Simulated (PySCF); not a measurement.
A mixed set of molecules. Method: TDDFT PBE0/def2-SVPD, vertical, gas phase, core orbitals frozen in the response (PySCF 2.14.0, density-fitted response routines). Geometries: GFN2-xTB; one conformer of each isolated species. Triplets are in the Tamm–Dancoff approximation.

Problem. Rank by computed lowest singlet excitation energy, highest first.
A. `CNC(=O)[C@H](C)C#N`
B. `C#C[Si@@H]([SiH3])NC`
C. `COCc1c[nH]cn1`
D. `OC[C@@H]1[C@H]2C[C@@H]12`
E. `C1(C)=COCC1`

Solution. D (6.91 eV), C (6.04 eV), A (5.84 eV), E (5.44 eV), B (5.13 eV).

| SMILES | S1 (eV) | α (au) | LUMO (eV) | gap (eV) | HOMO (eV) | S1 mainly |
| --- | --- | --- | --- | --- | --- | --- |
| OC[C@@H]1[C@H]2C[C@@H]12 | 6.91 | 59.9 | 0.66 | 8.04 | -7.38 | H→L (86%) |
| COCc1c[nH]cn1 | 6.04 | 75.3 | 0.39 | 7.09 | -6.70 | H→L+1 (94%) |
| CNC(=O)[C@H](C)C#N | 5.84 | 74.1 | -0.06 | 7.86 | -7.91 | H-1→L (73%) |
| CC1=COCC1 | 5.44 | 61.3 | 0.71 | 6.59 | -5.88 | H→L (98%) |
| C#C[Si@@H]([SiH3])NC | 5.13 | 98.5 | -0.54 | 6.39 | -6.93 | H→L (98%) |

H and L stand for HOMO and LUMO.

- `OC[C@@H]1[C@H]2C[C@@H]12`: Löwdin shares by element: HOMO carbon 80% or more (atoms not listed hold the other 21%); LUMO hydrogen 33% or more, oxygen 28%, carbon 11% or more (atoms not listed hold the other 28%).
- `COCc1c[nH]cn1`: Löwdin shares by element: HOMO carbon 67% or more, nitrogen 9% or more (atoms not listed hold the other 24%); LUMO carbon 50% or more, nitrogen 19% or more (atoms not listed hold the other 31%).
- `CNC(=O)[C@H](C)C#N`: Löwdin shares by element: HOMO (one of a set within 0.03 eV) nitrogen 40% or more, oxygen 30%, carbon 16% or more; LUMO carbon 32% or more, oxygen 17%, nitrogen 11% or more (atoms not listed hold the other 40%).
- `CC1=COCC1`: Löwdin shares by element: HOMO carbon 53% or more, oxygen 27% (atoms not listed hold the other 19%); LUMO carbon 49% or more (atoms not listed hold the other 51%).
- `C#C[Si@@H]([SiH3])NC`: Löwdin shares by element: HOMO nitrogen 58%, carbon 12% or more, silicon 7% or more, hydrogen 6% or more (atoms not listed hold the other 17%); LUMO silicon 37%, carbon 31% or more (atoms not listed hold the other 32%).

Without π bonds the low states may be Rydberg-like; a valence basis with one diffuse set may place them up to an eV too high.
